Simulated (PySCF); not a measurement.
# Energy profile

The step: GeH₃Br ([GeH3][Br]) + H₂ → GeH₄ + HBr; bonds formed: Ge1–H7, Br2–H6; bonds broken: Ge1–Br2, H6–H7 (atoms numbered as in the saddle structure below).

```
7
angstrom
Ge -0.4829 -0.4079 -0.1073
Br 2.2321 -0.0736 0.5363
H 0.0438 -1.1310 -1.3378
H -1.8597 0.2221 -0.4513
H -0.5786 -1.0752 1.2565
H 0.7212 1.0835 0.1503
H -0.0758 1.3820 -0.0468
```

Electronic energies by CCSD(T) at an estimated basis limit (MP2 extrapolated from triple and quadruple zeta, plus CCSD(T) − MP2 in triple zeta), on PBE0-D4/def2-TZVP structures; GeH5Br, closed shell; no counterpoise correction. Program: PySCF 2.14 with density fitting (its default auxiliary sets; JK sets also for MP2 and CCSD(T)). Basis: def2-TZVPP and def2-QZVPP. Cores are frozen in the correlated methods. Filled d shells of the heavier atoms are correlated. The def2 sets are not built for correlating such inner shells, so the correlated values are less sure here. Extrapolation: Hartree–Fock as exp(−7.88 √X), correlation as X^−2.97.

Task: Give the profile in kJ/mol, counted from the separated reactants. (Judge from chemistry; the value comes from the calculation.)

Result: By the calculation:
```csv
point,kJ/mol
"separated: GeH3Br (linked as [GeH3][Br]; Ge1, Br2, H3, H4, H5; singlet) + H2 (H6, H7; singlet)",0.0
start structure,-2.6
saddle,225.3
end structure,53.8
"separated: GeH4 (Ge1, H3, H4, H5, H7; singlet) + HBr (Br2, H6; singlet)",58.4
```

The T1 diagnostic stays at or below 0.012.

For scale, one of the runs: CCSD(T)/def2-TZVPP, 166 basis functions, launched by `OMP_NUM_THREADS=4 python run.py`. Time: 6.4 min of wall clock on 4 CPU threads of an Arm Neoverse V2; the host was shared. Peak host memory: 1.8 GiB.
